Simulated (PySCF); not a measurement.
## Which orbitals make which state

Species: C5H7FN2S.
InChI=1S/C5H7FN2S/c1-8-3-5(2-7-8)9-4-6/h2-3H,4H2,1H3

Computed, not measured: PySCF, TDDFT PBE0/def2-SVPD, vertical, gas phase, core orbitals frozen in the response. One conformer (not necessarily the lowest) at the GFN2-xTB geometry, without solvent, vibrations or thermal averaging.

Orbital energies (eV): HOMO-3 -8.70, HOMO-2 -8.26, HOMO-1 -7.52, HOMO -6.36, LUMO 0.07, LUMO+1 0.37, LUMO+2 0.63.

**Question.** Among the lowest singlets, which states do these configurations lead, and at what energies: HOMO→LUMO+1, HOMO→LUMO, HOMO→LUMO+2?

**Answer.** 

| state | leading configuration | weight | Δε (eV) | E (eV) | E − Δε (eV) | f | other configurations |
| --- | --- | --- | --- | --- | --- | --- | --- |
| S1 | HOMO→LUMO+1 | 0.90 | 6.73 | 5.34 | -1.39 | 0.022 | – |
| S2 | HOMO→LUMO | 0.93 | 6.43 | 5.55 | -0.89 | 0.103 | – |
| S3 | HOMO→LUMO+2 | 0.89 | 7.00 | 6.01 | -0.99 | 0.0077 | – |

E − Δε runs from -1.39 to -0.89 eV. By orbital difference alone the order would be S2, S1, S3. Δε is the difference of the two orbital energies.

H and L stand for HOMO and LUMO. The other states: S4 6.27 eV, f 0.042, H→L+3 (82%); S5 6.39 eV, f 0.034, H→L+4 (81%), H-1→L (9%); S6 6.63 eV, f 0.016, H→L+5 (85%).

**Question.** Which computed triplets share their leading configuration (75% or more) with a singlet, and how far apart are the partners?

**Answer.** 

```json
{"configuration": "HOMO→LUMO", "triplet": "T1", "E(T) (eV)": "4.37", "singlet": "S2", "E(S) (eV)": "5.55", "E(S) − E(T) (eV)": "+1.18"}
```

The 2 triplets are Tamm–Dancoff values, the singlets full response.

Summed over the main configurations (up to three a state, each over 8%) of all 6 singlets, the electron leaves HOMO with weight 5.19 and HOMO-1 with weight 0.09.

The run took 83 s wall on an Arm Neoverse V1 with one thread, shared host, and the process peaked at 0.99 GiB of memory.
